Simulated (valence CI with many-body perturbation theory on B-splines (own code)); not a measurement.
# Pb11+: calculated level list

Method: relativistic CI+MBPT: three valence electrons over a frozen Dirac-Fock core [Xe] 4f14, radial functions for each j: 7 s, 7 p, 8 d, 6 f, 4 g, 1 h, with the one-electron correlation potential Σ1 (screened to all orders), the two-electron term Σ2, the three-electron term Σ3, Breit, model QED; selected single and double excitations, second order for the rest, scaled by the run's own slope (own B-spline code, finite nucleus).

No measured levels were compared; by estimate terms of the open shell hold to 2 to 4 % of their energy, and close levels can change places. The list stops below the first excitations out of the core. Only levels of the ground parity were solved; by the run's estimate the other parity begins above the list, which can be wrong where configurations are misplaced.

Levels 1 to 27 of 27, with energies above the lowest level, (5d3/2^3) J=3/2. "Leading %" is the weight of the configuration and term that name the level; weights of strongly mixed levels are sums over their largest components and can fall short, so below about 35 % the name and the second component can differ from the true leading terms, or belong to a minority configuration. In the jj column 3d3/2^4 stands for four electrons in 3d with j = 3/2. Lifetimes count E1, E2, E3, M1 and M2 decay at the calculated energies, and are blank where another channel may lead or the interval is too uncertain; long ones can be off by a factor of two.

```tsv
No.	Configuration	Term	J	E (cm⁻¹)	Leading %	Lifetime	Leading jj
1	5d³	⁴F	3/2	0	66		5d3/2^3 (88 %)
2	5d³	⁴F	5/2	20663	90	3.59 ms	5d3/2^2 5d5/2 (95 %)
3	5d³	⁴P	3/2	30398	43	3.61 ms	5d3/2^2 5d5/2 (91 %)
4	5d³	⁴F	7/2	31103	61	35.8 ms	5d3/2^2 5d5/2 (80 %)
5	5d³	²G	9/2	34342	42	2.64 s	5d3/2^2 5d5/2 (92 %)
6	5d³	⁴P	1/2	35514	65	10.5 ms	5d3/2^2 5d5/2 (98 %)
7	5d³	⁴P	5/2	54471	76	5.96 ms	5d3/2^2 5d5/2 (58 %)
8	5d³	²G	7/2	54741	58	1.39 ms	5d3/2 5d5/2^2 (86 %)
9	5d³	⁴F	9/2	58049	52	2.47 ms	5d3/2 5d5/2^2 (85 %)
10	5d³	²D	3/2	64457	42	887 μs	5d3/2 5d5/2^2 (97 %)
11	5d³	²P	1/2	67290	65	1.59 ms	5d3/2 5d5/2^2 (98 %)
12	5d³	²H	11/2	70554	100	5.06 ms	5d3/2 5d5/2^2 (100 %)
13	5d³	²D	5/2	74778	80	2.23 ms	5d3/2 5d5/2^2 (62 %)
14	5d³	²F	5/2	78352	62	2.66 ms	5d3/2 5d5/2^2 (88 %)
15	5d³	²F	7/2	82134	89	3.25 ms	5d3/2 5d5/2^2 (93 %)
16	5d³	²G	9/2	90066	57	978 μs	5d5/2^3 (92 %)
17	5d³	²P	3/2	94304	52	961 μs	5d5/2^3 (61 %)
18	5d³	²D	3/2	114950	90	892 μs	5d3/2 5d5/2^2 (61 %)
19	5d³	²D	5/2	122580	72	514 μs	5d5/2^3 (83 %)
20	5d²6s	⁴F	3/2	365920	85	1.67 μs	5d3/2^2 6s (95 %)
21	5d²6s	⁴F	5/2	370460	55	1.32 μs	5d3/2^2 6s (93 %)
22	5d²6s	⁴P	1/2	392450	74	1.27 μs	5d3/2^2 6s (87 %)
23	5d²6s	⁴F	7/2	394410	89	1.45 μs	5d3/2 5d5/2 6s (98 %)
24	5d²6s	²F	5/2	398900	45	1.18 μs	5d3/2 5d5/2 6s (94 %)
25	5d²6s	⁴P	3/2	408180	79	1.34 μs	5d3/2 5d5/2 6s (98 %)
26	5d²6s	⁴F	9/2	408190	65	1.38 μs	5d3/2 5d5/2 6s (78 %)
27	5d²6s	⁴P	5/2	408500	50	1.17 μs	5d3/2 5d5/2 6s (99 %)
```

Where two levels of one J and parity lie close, their mixing, g and order are uncertain.

The ionisation energy to 5d² ³F2 of the next ion comes out as 203.7 eV (NIST: 203 ± 2.5 eV (theoretical)). All 27 levels together are meant to be complete up to 410090 cm⁻¹.
